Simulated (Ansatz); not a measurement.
Ansatz (a program for electronic structure) input (CCSD(T)/aug-cc-pV(D+d)Z):
A basis named .json is the Basis Set Exchange file of that set.

Ansatz 0.2 input:
```yaml
crystal:
  periodic: [false, false, false]
  atoms:
    - {symbol: Al, position_ang: [-0.00000000, -0.00000000, -1.32719352]}
    - {symbol: Cl, position_ang: [0.00000000, 0.00000000, 1.01491269]}
basis:
  gaussian:
    orbitals: aug-cc-pV_D+d_Z.json
total_charge: -1
magnetization: {spin_polarized: true, initial_magnetization: 1}
correlation: {method: ccsd_t, electrons: outside_noble_gas}
```

Output:

```
Functional definition: HF
integrals: 0.06 GiB planned
642 factors; integrals over basis functions are off by at most 8.5e-4 eV
mean field: 0.18 GiB planned
mean field evaluation 1: about -19087.2886 eV, gradient 9.3e0 eV
mean field evaluation 2: about -19087.3267 eV, gradient 9.3e0 eV
mean field evaluation 4: about -19088.2486 eV, gradient 1.2e0 eV
mean field evaluation 8: about -19088.4338 eV, gradient 3.0e-1 eV
mean field evaluation 16: about -19088.4471 eV, gradient 2.5e-6 eV
mean field evaluation 32: about -19088.4471 eV, gradient 4.5e-3 eV
mean field evaluation 64: about -19088.4471 eV, gradient 6.7e-6 eV
mean field evaluation 96: about -19088.2743 eV, gradient 1.3e0 eV
mean field evaluation 128: about -19088.4404 eV, gradient 5.0e-1 eV
mean field evaluation 160: about -19083.7041 eV, gradient 8.2e0 eV
mean field evaluation 192: about -19087.5433 eV, gradient 7.8e-1 eV
mean field evaluation 224: about -19086.8926 eV, gradient 1.3e0 eV
mean field evaluation 256: about -19085.6663 eV, gradient 1.2e-4 eV
mean field evaluation 288: about -19085.3282 eV, gradient 6.2e-4 eV
mean field evaluation 320: about -19085.2718 eV, gradient 1.5e-1 eV
mean field evaluation 352: about -19085.6538 eV, gradient 6.3e-1 eV
mean field evaluation 384: about -19088.4338 eV, gradient 3.0e-1 eV
mean field evaluation 416: about -19086.6503 eV, gradient 4.5e0 eV
mean field evaluation 448: about -19087.0953 eV, gradient 1.7e-1 eV
mean field evaluation 480: about -19085.6662 eV, gradient 1.8e-2 eV
mean field evaluation 512: about -19085.2928 eV, gradient 1.0e0 eV
mean field evaluation 544: about -19085.3282 eV, gradient 7.8e-4 eV
mean field evaluation 576: about -19085.9818 eV, gradient 2.9e0 eV
mean field evaluation 608: about -19084.3055 eV, gradient 1.6e-2 eV
mean field evaluation 640: about -19084.3055 eV, gradient 1.5e-4 eV
mean field evaluation 672: about -19084.4322 eV, gradient 7.8e-1 eV
mean field evaluation 704: about -19088.4471 eV, gradient 5.5e-4 eV
mean field evaluation 736: about -19082.6894 eV, gradient 4.8e0 eV
mean field evaluation 768: about -19084.8393 eV, gradient 1.1e0 eV
mean field -19088.44707338 eV, -701.4874913326 hartree, gradient 2.5e-6 eV, S^2 0.774457; 20 other end points of the search recorded, 0 dependent functions left out
determinant -19088.44707338 eV, -701.4874913326 hartree, with singles and doubles -19094.68805908 eV, -701.7168433269 hartree
determinant -19087.62026654 eV, -701.4571067416 hartree, with singles and doubles -19093.80080162 eV, -701.6842372166 hartree
determinant -19087.09138580 eV, -701.4376707328 hartree, with singles and doubles -19093.34929010 eV, -701.6676444744 hartree
determinant -19086.90867507 eV, -701.4309562376 hartree, with singles and doubles -19093.13833819 eV, -701.6598921345 hartree
determinant -19085.66631093 eV, -701.3853001976 hartree, with singles and doubles -19091.82683032 eV, -701.6116951091 hartree
determinant -19085.32817330 eV, -701.3728738687 hartree, with singles and doubles -19091.07798403 eV, -701.5841755156 hartree
determinant -19085.27139867 eV, -701.3707874396 hartree, with singles and doubles -19090.74568395 eV, -701.5719637130 hartree
10 core orbitals not correlated
reference -19088.44707338 eV, -701.4874913326 hartree; 6, 5 occupied and 48, 49 virtual orbitals, 642 factors
second order -5.52288063 eV of doubles, -0.00000000 eV of singles
coupled cluster: 0.17 GiB planned
cycle   1  -6.22952779 eV  change   -6.4e-2 eV  update   1.8e-2
cycle   2  -6.23735720 eV  change   -7.8e-3 eV  update   5.5e-3
cycle   3  -6.23901356 eV  change   -1.7e-3 eV  update   2.6e-3
cycle   4  -6.23963584 eV  change   -6.2e-4 eV  update   7.6e-4
cycle   5  -6.23982097 eV  change   -1.9e-4 eV  update   3.1e-4
cycle   6  -6.23993145 eV  change   -1.1e-4 eV  update   1.6e-4
cycle   7  -6.23996140 eV  change   -3.0e-5 eV  update   7.3e-5
cycle   8  -6.23996080 eV  change    6.0e-7 eV  update   3.8e-5
cycle   9  -6.23995569 eV  change    5.1e-6 eV  update   1.7e-5
cycle  10  -6.23995310 eV  change    2.6e-6 eV  update   5.8e-6
perturbative correction -0.20345165 eV, -0.0074767104 hartree
Total energy: -19094.89047814 eV, -701.7242820898 hartree
```
